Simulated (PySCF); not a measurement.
Isomers of C7H12O2Si, from PySCF, PBE0-D3(BJ)/def2-SVP geometry optimisation, gas phase. One conformer each, no zero-point energy, no frequencies.

**Question.** Which is lower in electronic energy at this level?
A. `[CH3:1][Si:2]([CH3:3])([CH3:4])[O:5][c:6]1[cH:7][cH:8][cH:9][o:10]1` with Si2–O5–C6–C7 -178° (2-(trimethylsilyloxy)furan): A = 2351, B = 698.6, C = 651.9 MHz, dipole 1.48 D
B. `[CH3:1][Si:2]([CH3:3])([CH3:4])[O:5][c:6]1[cH:7][cH:8][o:9][cH:10]1` with Si2–O5–C6–C7 -5°: A = 2356, B = 642.3, C = 602.7 MHz, dipole 2.10 D

**Answer.** A. That is `C[Si](C)(C)Oc1ccco1` (2-(trimethylsilyloxy)furan), 7.2 kcal/mol below the other.

| SMILES | mapped SMILES | E (Eh) | relative (kcal/mol) | relative (kJ/mol) | dipole (D) |
| --- | --- | --- | --- | --- | --- |
| C[Si](C)(C)Oc1ccco1 | [CH3:1][Si:2]([CH3:3])([CH3:4])[O:5][c:6]1[cH:7][cH:8][cH:9][o:10]1 | -712.97253 | 0.0 | 0.0 | 1.48 |
| C[Si](C)(C)Oc1ccoc1 | [CH3:1][Si:2]([CH3:3])([CH3:4])[O:5][c:6]1[cH:7][cH:8][o:9][cH:10]1 | -712.96110 | 7.2 | 30.0 | 2.10 |
